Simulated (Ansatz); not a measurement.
Cost and result for the atomization energy of B$_{2}$Cl$_{2}$F$_{4}$ (`F[B-]1(F)[Cl+][B-](F)(F)[Cl+]1`) (8 atoms, 8 bonds).

Charge 0, multiplicity 1. All single points use the PBE0-D4/def2-TZVP geometry. Program: Ansatz. All runs use 4 threads of an Arm Neoverse V2 on a shared host. Times are those of one run each, without the atoms' runs, and a repeat can differ threefold. Electronic energies, without spin–orbit coupling; frozen cores. CCSD(T)/CBS adds CCSD(T) − MP2 in def2-TZVPP to the MP2 limit, and its time is that of the two runs behind it. T1 = 0.012. B3LYP takes the VWN-RPA correlation (the form of Gaussian; ORCA's B3LYP/G). HSE06 is the plane-wave form, built on full-range PBE exchange.

CCSD(T)/CBS is a level of theory with its own doubt, some kJ/mol a heavy atom from the limit and from the frozen cores, so smaller differences don't rank the functionals.

```
                             level  functions  wall time  atomization (kcal/mol)  difference from CCSD(T)/CBS  per bond
                BLYP-D4/def2-TZVPP        270      2.5 s                   826.9                          1.3       0.2
               HSE06-D4/def2-TZVPP        270        5 s                   834.9                          9.3       1.2
           CAM-B3LYP-D4/def2-TZVPP        270      5.5 s                   829.7                          4.1       0.5
r2SCAN-D4/def2-TZVPP (with forces)        270        7 s                   843.1                         17.5       2.2
 B3LYP-D4/def2-TZVPP (with forces)        270      7.5 s                   819.2                         -6.4      -0.8
             r2SCANh-D4/def2-TZVPP        270      8.5 s                   832.9                          7.3       0.9
                 B2PLYP/def2-TZVPP        270      8.5 s                   818.2                         -7.4      -0.9
                 B97M-V/def2-TZVPP        270       11 s                   836.4                         10.8       1.3
                  CCSD(T)/def2-SVP        120       16 s                   793.2                        -32.4      -4.1
  ωB97M-V/def2-TZVPP (with forces)        270       17 s                   835.2                          9.6       1.2
                    MP2/def2-QZVPP        482       30 s                   867.5                         41.9       5.2
                CCSD(T)/def2-TZVPP        270    9.7 min                   804.2                        -21.4      -2.7
                 CCSD(T)/CBS(def2)          –     10 min                   825.6                          0.0       0.0
```

The D4 term adds +9.6 kcal/mol with B3LYP and +5.0 kcal/mol with PBE0; it sums over pairs of atoms, weighted by their polarisabilities, and B3LYP, whose exchange is more repulsive, gets the larger term. At CCSD(T), def2-SVP lies −32.5 kcal/mol from the extrapolated value and def2-TZVPP −21.4 kcal/mol: correlation converges slowly with the basis, and small sets miss more of it in the bonded molecule than in its fragments. From PBE to PBE0 (25 % exact exchange), in def2-TZVPP and without D4, the atomization energy moves by −26.7 kcal/mol: exact exchange takes away binding that semilocal exchange gives to molecules.
